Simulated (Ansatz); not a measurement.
The multiplicity is imposed and other spin states were not computed.

The numbers are results of r2SCAN-D4/def2-SVP (Ansatz, an electronic-structure program), not measurements. No frequencies were computed at this level.

Ansatz 0.2 input:
```yaml
crystal:
  periodic: [false, false, false]
  atoms:
    - { symbol: Zn, position_ang: [0.202494, -0.156126, 0.710191] }
    - { symbol: Cl, position_ang: [-0.476331, 1.804511, 0.256266] }
    - { symbol: N, position_ang: [0.529666, -1.665397, -0.399408] }
    - { symbol: C, position_ang: [-0.18305, -2.899694, -0.148676] }
    - { symbol: C, position_ang: [1.910831, -1.940942, -0.734763] }
    - { symbol: H, position_ang: [-0.189661, -3.484694, -1.074296] }
    - { symbol: H, position_ang: [0.281135, -3.513747, 0.634327] }
    - { symbol: H, position_ang: [-1.213889, -2.685197, 0.128446] }
    - { symbol: H, position_ang: [2.429966, -2.534493, 0.029798] }
    - { symbol: H, position_ang: [1.928564, -2.509907, -1.670175] }
    - { symbol: H, position_ang: [2.450893, -1.007534, -0.893281] }
basis:
  gaussian: { orbitals: def2-svp }
hamiltonian:
  xc: r2scan
  dispersion: d4
relax:
  max_steps: 150
```

Output:

```
Functional definition: r2SCAN
1389 factors; their error is unknown
mean field evaluation 1: about -64575.9325 eV, gradient 7.3e1 eV
mean field evaluation 2: about -64515.8992 eV, gradient 1.6e2 eV
mean field evaluation 4: about -64587.7254 eV, gradient 1.6e1 eV
mean field evaluation 8: about -64588.2059 eV, gradient 3.1e-1 eV
mean field evaluation 16: about -64588.1278 eV, gradient 3.2e-4 eV
mean field -64588.12776601 eV, -2373.5699159956 hartree, gradient 3.5e-5 eV, S^2 0.000000; 0 other end points of the search recorded, 0 dependent functions left out
reference -64588.12777999 eV, -2373.5699165093 hartree; 36, 36 occupied and 85, 85 virtual orbitals, 1389 factors
relax step   1: F+E_penalty+E_count = -64588.18590225 eV  Δ(F+E_penalty+E_count) = +0.000e0 eV  max|allowed force component| = 1.432e0 eV/Å  Δτ_max = 0.0000 Å  (29 SCF iters, accepted)
these checks for a lower state are left out or cut short: starts, cluster_reference, orbital_swaps, neighbouring_geometries, increment
1389 factors; their error is unknown
mean field -64588.38346149 eV, -2373.5793126312 hartree, gradient 3.3e-5 eV, S^2 0.000000; 0 other end points of the search recorded, 0 dependent functions left out
reference -64588.38347562 eV, -2373.5793131503 hartree; 36, 36 occupied and 85, 85 virtual orbitals, 1389 factors
relax step   2: F+E_penalty+E_count = -64588.44036558 eV  Δ(F+E_penalty+E_count) = -2.545e-1 eV  max|allowed force component| = 1.096e0 eV/Å  Δτ_max = 0.1911 Å  (32 SCF iters, accepted)
these checks for a lower state are left out or cut short: starts, cluster_reference, orbital_swaps, neighbouring_geometries, increment
1389 factors; their error is unknown
mean field evaluation 32: about -64588.5132 eV, gradient 1.7e-5 eV
mean field -64588.51318988 eV, -2373.5840800615 hartree, gradient 1.7e-5 eV, S^2 0.000000; 0 other end points of the search recorded, 0 dependent functions left out
reference -64588.51320410 eV, -2373.5840805840 hartree; 36, 36 occupied and 85, 85 virtual orbitals, 1389 factors
relax step   3: F+E_penalty+E_count = -64588.57001367 eV  Δ(F+E_penalty+E_count) = -1.296e-1 eV  max|allowed force component| = 7.250e-1 eV/Å  Δτ_max = 0.1995 Å  (32 SCF iters, accepted)
these checks for a lower state are left out or cut short: starts, cluster_reference, orbital_swaps, neighbouring_geometries, increment
1389 factors; their error is unknown
mean field -64588.58858087 eV, -2373.5868506292 hartree, gradient 1.7e-5 eV, S^2 0.000000; 0 other end points of the search recorded, 0 dependent functions left out
reference -64588.58859526 eV, -2373.5868511579 hartree; 36, 36 occupied and 85, 85 virtual orbitals, 1389 factors
relax step   4: F+E_penalty+E_count = -64588.64528744 eV  Δ(F+E_penalty+E_count) = -7.527e-2 eV  max|allowed force component| = 5.350e-1 eV/Å  Δτ_max = 0.1533 Å  (30 SCF iters, accepted)
these checks for a lower state are left out or cut short: starts, cluster_reference, orbital_swaps, neighbouring_geometries, increment
1389 factors; their error is unknown
mean field -64588.60228517 eV, -2373.5873542529 hartree, gradient 2.6e-5 eV, S^2 0.000000; 0 other end points of the search recorded, 0 dependent functions left out
reference -64588.60229966 eV, -2373.5873547854 hartree; 36, 36 occupied and 85, 85 virtual orbitals, 1389 factors
relax step   5: F+E_penalty+E_count = -64588.65920962 eV  Δ(F+E_penalty+E_count) = -1.392e-2 eV  max|allowed force component| = 2.511e-1 eV/Å  Δτ_max = 0.0454 Å  (32 SCF iters, accepted)
these checks for a lower state are left out or cut short: starts, cluster_reference, orbital_swaps, neighbouring_geometries, increment
1389 factors; their error is unknown
mean field -64588.60554762 eV, -2373.5874741457 hartree, gradient 2.5e-5 eV, S^2 0.000000; 0 other end points of the search recorded, 0 dependent functions left out
reference -64588.60556218 eV, -2373.5874746807 hartree; 36, 36 occupied and 85, 85 virtual orbitals, 1389 factors
relax step   6: F+E_penalty+E_count = -64588.66259644 eV  Δ(F+E_penalty+E_count) = -3.387e-3 eV  max|allowed force component| = 3.709e-2 eV/Å  Δτ_max = 0.0313 Å  (31 SCF iters, accepted)
these checks for a lower state are left out or cut short: starts, cluster_reference, orbital_swaps, neighbouring_geometries, increment
1389 factors; their error is unknown
mean field -64588.60588305 eV, -2373.5874864727 hartree, gradient 2.5e-5 eV, S^2 0.000000; 0 other end points of the search recorded, 0 dependent functions left out
reference -64588.60589761 eV, -2373.5874870077 hartree; 36, 36 occupied and 85, 85 virtual orbitals, 1389 factors
relax step   7: F+E_penalty+E_count = -64588.66291891 eV  Δ(F+E_penalty+E_count) = -3.225e-4 eV  max|allowed force component| = 2.590e-2 eV/Å  Δτ_max = 0.0201 Å  (32 SCF iters, accepted)
these checks for a lower state are left out or cut short: starts, cluster_reference, orbital_swaps, neighbouring_geometries, increment
1389 factors; their error is unknown
mean field evaluation 64: about -64588.6060 eV, gradient 1.1e-4 eV
mean field -64588.60602647 eV, -2373.5874917432 hartree, gradient 2.5e-5 eV, S^2 0.000000; 0 other end points of the search recorded, 0 dependent functions left out
reference -64588.60604102 eV, -2373.5874922779 hartree; 36, 36 occupied and 85, 85 virtual orbitals, 1389 factors
relax step   8: F+E_penalty+E_count = -64588.66305517 eV  Δ(F+E_penalty+E_count) = -1.363e-4 eV  max|allowed force component| = 6.531e-3 eV/Å  Δτ_max = 0.0149 Å  (31 SCF iters, accepted)
1389 factors; their error is unknown
mean field -64588.60602647 eV, -2373.5874917432 hartree, gradient 3.1e-5 eV, S^2 0.000000; 1 other end points of the search recorded, 0 dependent functions left out
reference -64588.60604102 eV, -2373.5874922779 hartree; 36, 36 occupied and 85, 85 virtual orbitals, 1389 factors
Total energy: -64588.66306972 eV, -2373.5895880441 hartree
Atom 0 at     0.077201    -0.062661     0.181941 Å, force     0.001405    -0.001431    -0.000297 eV/Å
Atom 1 at    -0.563474     1.862282     0.714185 Å, force    -0.001023    -0.002429    -0.000943 eV/Å
Atom 2 at     0.584942    -1.690614    -0.407073 Å, force    -0.003858     0.006531     0.000078 eV/Å
Atom 3 at    -0.189705    -2.876620    -0.131895 Å, force     0.002441    -0.003262    -0.000582 eV/Å
Atom 4 at     1.957017    -1.977833    -0.749834 Å, force     0.003232    -0.003663    -0.000278 eV/Å
Atom 5 at    -0.197059    -3.559909    -1.007962 Å, force    -0.000130     0.001647     0.000787 eV/Å
Atom 6 at     0.197820    -3.470118     0.727107 Å, force    -0.001394     0.000626    -0.000479 eV/Å
Atom 7 at    -1.241276    -2.628623     0.088803 Å, force     0.001474     0.001486     0.000833 eV/Å
Atom 8 at     2.516990    -2.498388     0.059946 Å, force    -0.000009     0.000124    -0.000955 eV/Å
Atom 9 at     2.015580    -2.634148    -1.644414 Å, force    -0.001281     0.001790     0.000984 eV/Å
Atom 10 at     2.512581    -1.056589    -0.992375 Å, force    -0.000858    -0.001418     0.000851 eV/Å
Dipole moment:     0.148534    -0.401089    -0.055665 e Å
```

Cost: very roughly 70 core-seconds.
